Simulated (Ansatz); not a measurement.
One change: `CC(C)(C)[O][Ga]([F])[Cl]` becomes `CC(C)(C)[O][Ge][F]`.

Ansatz, PBE0-D4/def2-TZVP geometries, multiplicity 1. Each molecule was computed in one conformer, which needn't be the lowest.

Scalar relativity is left out up to krypton.

```
                                      property  `CC(C)(C)[O][Ga]([F])[Cl]`
       HOMO–LUMO gap (ωB97M-V/def2-TZVPP) / eV                       11.35
            HOMO energy (PBE0/def2-TZVPP) / eV                       -8.42
         LUMO energy (ωB97M-V/def2-TZVPP) / eV                        0.55
           HOMO energy (B3LYP/def2-TZVPP) / eV                       -8.19
         HOMO energy (ωB97M-V/def2-TZVPP) / eV                      -10.80
size of the dipole moment (PBE/def2-TZVPP) / D                        2.24
```

(1) Give the same properties after the change, and the shifts. (An estimate is asked.)

Results:

(1) Computed: 
```
                                      property  `CC(C)(C)[O][Ge][F]`  shift
       HOMO–LUMO gap (ωB97M-V/def2-TZVPP) / eV                 10.34  -1.01
            HOMO energy (PBE0/def2-TZVPP) / eV                 -7.96   0.46
         LUMO energy (ωB97M-V/def2-TZVPP) / eV                  0.13  -0.42
           HOMO energy (B3LYP/def2-TZVPP) / eV                 -7.78   0.41
         HOMO energy (ωB97M-V/def2-TZVPP) / eV                -10.22   0.58
size of the dipole moment (PBE/def2-TZVPP) / D                  1.07  -1.17
```

With PBE0 the HOMO rises by 0.46 eV and the LUMO falls by 0.49 eV, so the gap narrows by about 0.95 eV. PBE moves the HOMO by 0.27 eV and ωB97M-V by 0.58 eV. Dipoles are sizes alone; their direction can turn.

B3LYP here is the variant with VWN-RPA as its local correlation; programs differ in this.
